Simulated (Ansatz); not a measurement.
Reactions of `C[SiH2][NH][ZnH]`.

Computed with Ansatz on PBE0-D4/def2-TZVP structures; ΔE is electronic, products minus reactants. CBS: MP2 limit from def2 TZ/QZ plus the TZ coupled-cluster correction, frozen cores. This one scheme is used for every species. For Zn outer-core shells are correlated without core-valence functions, which leaves a few kJ/mol of doubt a bond. Scalar relativity is left out up to krypton. Each species was taken in one conformer, which may not be the lowest.

Order these by ΔE at CCSD(T)/CBS, lowest first. (An estimate is asked.)
A. `C[SiH2][NH][ZnH]` + `CBO` → `C[SiH2]BO` + `C[NH][ZnH]`
B. `C[SiH2][NH][ZnH]` → `[SiH2]` + `C[NH][ZnH]`
C. `C[SiH2][NH][ZnH]` + `[SiH3]Cl` → `Cl[SiH2][ZnH]` + `C[SiH2]N`

C (+0.27 eV), A (+2.03 eV), B (+4.09 eV).

Largest T1 diagnostic: 0.015, for `C[NH][ZnH]`.
